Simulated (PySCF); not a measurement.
CH₆O₂Si₃. Atoms are numbered in the order given.

```xyz
12

O      0.3382     2.4669     0.0685
C      0.5706     1.2992     0.0168
O      1.6519     0.7141     0.6515
Si     1.6316    -0.9743     0.2476
Si    -0.3141    -0.2586    -0.8270
Si    -2.3833    -0.7270     0.1737
H      1.5437    -1.7939     1.4837
H      2.8426    -1.3401    -0.5315
H     -0.3662    -0.1817    -2.3146
H     -3.3819     0.3153    -0.1972
H     -2.1890    -0.7389     1.6515
H     -2.8708    -2.0645    -0.2729
```

Coordinates come from a B3LYP-D3(BJ)/def2-SVP optimisation. The structure was generated by enumeration; whether it is a known compound was not checked.

These are PBE/def2-TZVP in PySCF values and carry that method's errors.

ESP charges are fitted to the potential on shells at 1.4 to 2.0 van der Waals radii. Atomic charges (e):

| atom | Löwdin | meta-Löwdin | ESP fit | Mulliken |
|---|---|---|---|---|
| O1 | 0.17 | -0.35 | -0.42 | -0.20 |
| C2 | -0.57 | 0.32 | ___ | 0.18 |
| O3 | 0.14 | -0.52 | -0.32 | -0.23 |
| Si4 | 0.14 | 0.55 | 0.26 | 0.23 |
| Si5 | 0.13 | 0.12 | ___ | -0.02 |
| Si6 | 0.11 | 0.20 | 0.11 | 0.03 |
| H7 | -0.03 | -0.07 | ___ | -0.01 |
| H8 | -0.03 | -0.07 | ___ | -0.01 |
| H9 | -0.01 | -0.03 | 0.02 | 0.01 |
| H10 | -0.02 | -0.05 | ___ | 0.01 |
| H11 | -0.02 | -0.05 | ___ | 0.00 |
| H12 | -0.02 | -0.05 | ___ | 0.00 |

Task: Some entries are withheld; supply them. (An estimate is asked for; the answer gives what the named calculation found.)

Result: 
- C2, ESP fit: 0.54
- Si5, ESP fit: -0.08
- H7, ESP fit: -0.02
- H8, ESP fit: -0.03
- H10, ESP fit: -0.01
- H11, ESP fit: -0.02
- H12, ESP fit: -0.02

Task: Give the Mayer and Wiberg (Löwdin basis) orders of the bonds. (An estimate is asked for; the answer gives what the named calculation found.)

Result: 
```tsv
bond	Mayer	Wiberg
O1–C2	2.10	2.80
C2–O3	1.11	1.65
O3–Si4	1.01	1.32
C2–Si5	0.86	0.97
Si4–Si5	0.96	1.07
Si5–Si6	0.96	1.15
Si4–H7	0.92	0.95
Si4–H8	0.91	0.95
Si5–H9	0.91	0.90
Si6–H10	0.93	0.95
Si6–H11	0.94	0.95
Si6–H12	0.93	0.95
```
